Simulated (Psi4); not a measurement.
Noncovalent pair: HCl (SMILES Cl) (first 2 atoms) with GeH4 (SMILES [GeH4]); geometry from B3LYP-D3(BJ)/def2-TZVP, rigid monomers moved along the line of their centres of mass till H2···H5 is 2.82 Å.
(charge 0, multiplicity 1):
```xyz
7

Cl    -0.840     0.825    -0.481
H     -1.077     0.210     0.622
Ge     0.424    -0.256     4.141
H      0.396     1.267     4.312
H     -0.783    -0.680     3.277
H      0.309    -0.949     5.505
H      1.713    -0.688     3.431
```

Computed with SAPT0/aug-cc-pVDZ in Psi4 1.11.

Question: Which attractive term is largest, and how does the interaction split up?

Answer: electrostatics -0.17, exchange 0.22, induction -0.14, dispersion -0.49, total -0.58 kcal/mol; the largest attraction is dispersion.
